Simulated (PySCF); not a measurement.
Several compounds and their computed core spectra got separated.

The calculation used delta-SCF UKS SCAN, pcX-2 on the ionised atom, pcseg-1 elsewhere, spin-free X2C in PySCF 2.14.0. Geometries: PBE0-D3(BJ)/def2-SVP; isolated species, one conformer each.

Line lists (1s up to Mg, 2p3/2 beyond; areas count atoms within a level, one atom standing for each set equivalent by bonding):
1. B 1s: 187.61 eV; C 1s: 284.48 (area 1), 284.58 (area 1), 285.97 (area 1) eV
2. C 1s: 289.95 (area 1), 290.11 (area 1), 290.39 (area 1), 290.48 (area 1), 290.50 (area 1), 290.66 (area 1) eV
3. C 1s: 291.22 eV; Si 2p3/2: 109.31 eV; Cl 2p3/2: 206.47 eV

Structures:
A. `[BH3-]C(=C)C`
B. `Cl[Si](C)(Cl)Cl`
C. `C1=C[C@H]2C[C@H]2C1`

Problem. Match each list to its structure.

Solution. 
- 1 = A: no other candidate has this set of levels. B 1s: 187.61 four-coordinate boron; C 1s: 284.48 terminal =CH2 carbon, 284.58 fully substituted alkene carbon, 285.97 allylic carbon.
- 2 = C: no other candidate has this set of levels. C 1s: 289.95 alkene CH carbon, 290.11 alkene CH carbon, 290.39 three-membered-ring carbon, 290.48 sp3 carbon at a ring junction, 290.50 sp3 carbon at a ring junction, 290.66 allylic carbon.
- 3 = B: no other candidate has this set of levels. C 1s: 291.22 Si-methyl carbon; Si 2p3/2: 109.31 chlorine-bound silicon; Cl 2p3/2: 206.47 silicon-bound chlorine (×3).

Spin–orbit coupling isn't in the SCF: each 2p doublet comes from a relaxed spin-free hole plus a matrix of the shell (mean-field spin–orbit coupling and the ground-state 2p splitting), with 2p3/2 averaged over its two sublevels. 1 of these hole states is spin-contaminated (⟨S²⟩ 0.90, against 0.75; counted from 0.85) and less certain.
